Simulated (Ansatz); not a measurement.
Consider the substitution at a C–Ge bond: `[CH3][Ge]([CH3])([CH3])[C]#N` + `[SiH3]SS` → `CSS[SiH3]` + `[CH3][GeH]([CH3])[C]#N`.

Gas-phase electronic energies from Ansatz, PBE0-D4/def2-TZVP geometries. CBS: MP2 limit from def2 TZ/QZ plus the TZ coupled-cluster correction, frozen cores. Functionals use def2-TZVPP. HSE06 is defined as in plane-wave codes. For Ge outer-core shells are correlated without core-valence functions, which leaves a few kJ/mol of doubt a bond. Scalar relativity is left out up to krypton. Each species was taken in one conformer, which may not be the lowest.

Task: Is it downhill or uphill in electronic energy at CCSD(T)/CBS, and by how much? (Estimate.)

Result: Computed: Uphill: ΔE = +33.4 kJ/mol.

Task: What do these levels give: r2SCAN, PBE0, r2SCANh, HSE06, CCSD(T)/def2-SVP, HF/CBS(def2)? (An estimate is asked.)

Result: Computed: r2SCAN 29.9, PBE0 29.7, r2SCANh 30.5, HSE06 29.6, CCSD(T)/def2-SVP 30.8, HF/CBS(def2) 32.2 kJ/mol.

Largest T1 diagnostic among the species: 0.012.

In def2-TZVPP, CCSD(T) changes the Hartree–Fock value by +4.2 kJ/mol (the triples alone add −1.3 kJ/mol) and MP2 by +3.8 kJ/mol. From BLYP to BHLYP (50 % exact exchange), in def2-TZVPP and without D4, ΔE moves by +3.3 kJ/mol.
